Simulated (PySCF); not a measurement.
Several species in one continuum solvent.

Computed with PySCF at PBE0/pcSseg-1, non-relativistic, each on one gas-phase PBE0-D3(BJ)/def2-SVP geometry that isn't relaxed in the solvent. The solvent is an IEF-PCM continuum (cavity from Bondi-type radii × 1.2). The model holds no explicit solvent molecules, cavitation or dispersion.

Question: Order them by E(solvent) − E(gas) in water (ε = 78.36), most negative first (kcal/mol).
A. `[CH2:1]=[C:2]([F:3])[CH2:4][C@H:5]([CH3:6])[CH2:7][CH3:8]` with C1–C2–C4–C5 -118°, C2–C4–C5–C6 -169°, C4–C5–C7–C8 -172°
B. `[CH2:1]=[C:2]([CH2:3][F:4])[C@@H:5]([CH3:6])[CH2:7][CH3:8]` with C1–C2–C3–F4 -1°, C1–C2–C5–C6 114°, C2–C5–C7–C8 57°
C. `CC(C)(C)[C@@H]1C[C@H]1F`

Answer: B (-3.4), C (-3.0), A (-2.5).

```tsv
SMILES	charge	ΔE (kcal/mol)	polarisation term (kcal/mol)	HOMO shift (eV)	dipole gas (D)	dipole solvent (D)	atoms
C=C(CF)[C@@H](C)CC	0	-3.4	-3.9	+0.02	2.06	2.71	21
CC(C)(C)[C@@H]1C[C@H]1F	0	-3.0	-3.3	+0.07	1.83	2.23	21
C=C(F)C[C@H](C)CC	0	-2.5	-2.7	-0.01	1.42	1.86	21
```

The polarisation term is half the interaction of the solute with the induced surface charges.
